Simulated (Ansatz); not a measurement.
**A barrier at the coupled-cluster level**

Start structure (CH₇GaO, singlet), relaxed at PBE0-D4/def2-TZVP:

| atom | x (Å) | y (Å) | z (Å) |
| --- | --- | --- | --- |
| Ga1 | -0.7630 | 0.4212 | -1.3273 |
| O2 | 0.8354 | 1.1098 | -1.7538 |
| H3 | -1.0690 | -1.0383 | -1.8040 |
| H4 | -1.6981 | 1.4117 | -0.5764 |
| H5 | 0.9407 | 0.1058 | 0.9175 |
| C6 | 0.2562 | -0.4775 | 1.5364 |
| H7 | 1.3995 | 0.5059 | -2.2404 |
| H8 | 0.8339 | -1.0162 | 2.2872 |
| H9 | -0.2840 | -1.2104 | 0.9321 |
| H10 | -0.4519 | 0.1878 | 2.0287 |

The step: GaH₃O ([OH][GaH2]) + CH₄ → CH₅Ga ([CH3][GaH2]) + H₂O (still joined by a long Ga–O bond); bonds formed: Ga1–C6, O2–H5; bonds broken: H5–C6; bonds weakened to dative contacts: Ga1–O2. Computed with Ansatz 0.2.0 (basis: def2-TZVPP and def2-QZVPP); correlated methods freeze the cores. Filled d shells of the heavier atoms are correlated. The def2 sets are not built for correlating such inner shells, so the correlated values are less sure here. Extrapolation: Hartree–Fock as exp(−7.88 √X), correlation as X^−2.97. Energies below are by CCSD(T) at an estimated basis limit (MP2 extrapolated from triple and quadruple zeta, plus CCSD(T) − MP2 in triple zeta).

**Question.** What are the electronic barrier and the energy of the step, from the start structure to the end structure? (To be estimated.)

**Answer.** By the calculation: Barrier 143.3 kJ/mol; step energy 37.3 kJ/mol (uphill); reverse barrier, their difference, 106.0 kJ/mol. Barrier and step energy count from the start structure, the reverse barrier from the end structure.

The saddle point: One imaginary mode of 1358i cm⁻¹.
```
  pair  start (Å)  saddle (Å)  end (Å)
Ga1–C6       3.17        2.20     1.98
 O2–H5       2.86        1.24     0.96
Ga1–O2       1.79        1.98     2.21
 H5–C6       1.09        1.42     2.92
```

Zero-point energy (harmonic, PBE0-D4): ZPE is 191.3 kJ/mol at the start and 183.7 kJ/mol at the saddle, so the barrier goes from 143.3 to 135.7 kJ/mol.

T1 diagnostic: at most 0.014.

Labels in which every atom is bracketed show which atoms are joined, not bond orders.

For scale, one of the runs: CCSD(T)/def2-TZVPP, 208 basis functions, launched by `ansatz run in.yaml --threads 4 --pin off --events-out ev --progress --plain --max-ram 9574MiB`. Time: 63 s of wall clock on 4 CPU threads of an Arm Neoverse V1; the host was shared. Peak host memory: 2.8 GiB.
